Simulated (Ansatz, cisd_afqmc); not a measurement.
System: C2H5N, charge 0, singlet. C2H5N (SMILES C=NC).
B3LYP-D3(BJ)/def2-TZVP minimum from Ansatz (a first-principles code):
```xyz
8

C      1.0928    -0.3693    -0.0056
N     -0.0413     0.5023     0.2188
C     -1.1816     0.0977    -0.1290
H      1.8176     0.1481    -0.6378
H      1.5855    -0.5625     0.9498
H      0.8258    -1.3271    -0.4733
H     -1.3590    -0.8820    -0.5935
H     -2.0482     0.7365     0.0303
```

Atomisation energy term by term, kcal/mol (programs: Ansatz, cisd_afqmc). Radicals and triplets start from unrestricted determinants; spin-orbit coupling is neglected. Cores are frozen in correlated methods. Rows without X2C or -DK are non-relativistic. The Monte Carlo rows (phaseless AFQMC, CISD trial, step 0.005/hartree) carry one-sigma bars that omit the constraint's bias. Outlying blocks are dropped, and bars are widened where a walk drifts. Over all cases where full CI ran beside it in this data, AFQMC minus full CI had a median of +0.1 mEh and passed +0.4 mEh in a tenth of the cases. CBS(X,Y): correlation extrapolated as X^-3, Hartree-Fock from the larger set (Q,5: extrapolated as (X+1)exp(-9√X)). A bracket is a step between two methods taken in the basis named. 'core' is core correlation in cc-pwCVTZ, 'X2C' scalar relativity in cc-pVTZ-DK, both at CCSD(T). For partners of very few electrons the exact lower level stands in for a higher one.

```json
[
 {"term": "Hartree-Fock", "basis": "CBS(cc-pVQZ,cc-pV5Z)", "kcal/mol": "521.60"},
 {"term": "CCSD correlation", "basis": "CBS(cc-pVQZ,cc-pV5Z)", "kcal/mol": "193.83"},
 {"term": "(T)", "basis": "CBS(cc-pVQZ,cc-pV5Z)", "kcal/mol": "12.42"},
 {"term": "CCSDT(Q) - CCSD(T)", "basis": "cc-pVDZ", "kcal/mol": "0.64"},
 {"term": "core correlation", "basis": "cc-pwCVTZ", "kcal/mol": "2.79"},
 {"term": "scalar relativity", "basis": "X2C, cc-pVTZ-DK", "kcal/mol": "-0.54"},
 {"term": "sum: De", "basis": "", "kcal/mol": "730.7"}
]
```

The step beyond CCSD(T) by other levels: AFQMC/CISD in cc-pVTZ 0.08 ± 0.24 kcal/mol.
